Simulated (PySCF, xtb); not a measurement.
HfIH₃, SMILES [HfH3][I], multiplicity 1.

Harmonic wavenumbers (cm⁻¹) from GFN2-xTB run with xtb at its own minimum, in rising order: 173, 430, 430, 573, 641, 641, 1315, 1316, 1381.

Problem. What does PySCF 2.14.0 with B3LYP-D3(BJ)/def2-TZVP give at its own minimum? (Estimate from the structure and the level; the computed values follow.)

Solution. 190, 320, 320, 577, 639, 639, 1722, 1722, 1766. Paired by order, the mean absolute difference is 161 cm⁻¹ and the zero-point energies are 9.9 and 11.3 kcal/mol.
